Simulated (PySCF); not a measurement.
Computed IR spectrum (relative IR intensity) of a molecule C₄H₈O₂. Geometry optimised at PBE-D3(BJ)/def2-SVP. Other conformers were not sampled. Level of theory: PySCF with PBE-D3(BJ)/def2-SVP. Harmonic, unscaled wavenumbers; measured fundamentals usually lie a few per cent lower.

```tsv
ν (cm⁻¹)	relative intensity
197	4.6
251	16
299	54
319	57
392	6.9
409	41
709	4.6
801	3.1
875	12
974	6.3
988	9.5
1044	9.6
1070	11
1155	100
1215	44
1221	51
1275	7.1
1305	7.7
1342	2.5
1353	16
1402	3.4
1410	2.6
1463	12
2964	22
3012	24
3046	14
3063	2.6
3092	4.9
3671	7.8
3687	14
```

Pick the molecule that these values belong to.
A) COCC(C)=O
B) O[C@@H]1CCOC1
C) OC[C@@H]1CCO1
D) C[C@]1(O)C[C@@H]1O

D, C[C@]1(O)C[C@@H]1O
